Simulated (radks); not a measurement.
Values are calculated unless marked as measured or tabulated.
Fractional charge and spin in the 3d shell of iron: the spin-up occupation runs from 4 to 5 and the spin-down occupation from 0 to 1; the fullest corner is Fe+, [Ar] 4s(up 0.5, down 0.5) 3d(up 5, down 1). Level of theory: non-relativistic Kohn-Sham, TPSS, spin-polarised, spherical densities, point nucleus; meta-GGA in the generalised Kohn-Sham scheme (a radial shooting solver on a logarithmic mesh with Libxc functionals). Energy (eV) minus the two flat planes that join the four corners (they meet along the diagonal where the two added fractions sum to one electron); zero is where a piecewise linear energy would lie.

\begin{tabular}{lrrrrr}
down \ up & 4 & 4.25 & 4.5 & 4.75 & 5 \\ \hline
0 & 0.000 & -1.787 & -2.358 & -1.750 & 0.000 \\
0.25 & -1.678 & -2.208 & -1.563 & 0.219 & -1.408 \\
0.5 & -2.215 & -1.528 & 0.292 & -1.303 & -1.848 \\
0.75 & -1.643 & 0.218 & -1.338 & -1.850 & -1.363 \\
1 & 0.000 & -1.514 & -1.988 & -1.467 & 0.000 \\
\end{tabular}

Corners above the fullest one (they belong to Fe2+ and the next ion): (up 5, down 0) 20.672 eV, (up 4, down 1) 25.249 eV, (up 4, down 0) 63.943 eV. With half an added electron in each spin the energy lies 0.292 eV from the planes, and with half an added electron in spin up alone -2.358 eV. The planes are only a guide here: the flat-plane condition holds for ground states with one frontier orbital, while this shell lies below other occupied shells, so the corners above the fullest one are inner-hole states and not the ground states of those ions.
